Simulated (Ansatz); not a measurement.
Calculated with Ansatz (gas phase, PBE0-D4/def2-TZVP geometries, no zero-point term in ΔE). CCSD(T)/CBS is the MP2 limit (def2-TZVPP, def2-QZVPP) plus CCSD(T) − MP2 in def2-TZVPP, frozen cores. This one scheme is used for every species. Functionals use def2-TZVPP. Each species was taken in one conformer, which may not be the lowest.

`C=C[SiH2]N[SiH3]` → `C=CN[SiH3]` + `[SiH2]`  (silylene formation by 1,1-elimination)

```tsv
level	ΔE (kJ/mol)
PBE-QIDH	347.0
PBE	310.0
revPBE	295.6
r2SCAN	341.9
r2SCAN0	346.7
CCSD/def2-TZVPP	325.9
CCSD(T)/def2-TZVPP	329.3
HF/CBS(def2)	321.6
```

Q: What does CCSD(T)/CBS give? (Best estimate.)

A: Computed: +338.4 kJ/mol. The listed levels differ from it by 8.6, -28.4, -42.8, 3.5, 8.3, -12.5, -9.1, -16.8 kJ/mol.

Largest T1 diagnostic among the species: 0.014.

From r2SCAN to r2SCAN0 (25 % exact exchange), in def2-TZVPP and without D4, ΔE moves by +4.8 kJ/mol. The D4 term adds +14.8 kJ/mol with B3LYP and +8.2 kJ/mol with PBE0; it sums over pairs of atoms, weighted by their polarisabilities, and B3LYP, whose exchange is more repulsive, gets the larger term.

B3LYP here is the variant with VWN-RPA as its local correlation; programs differ in this.
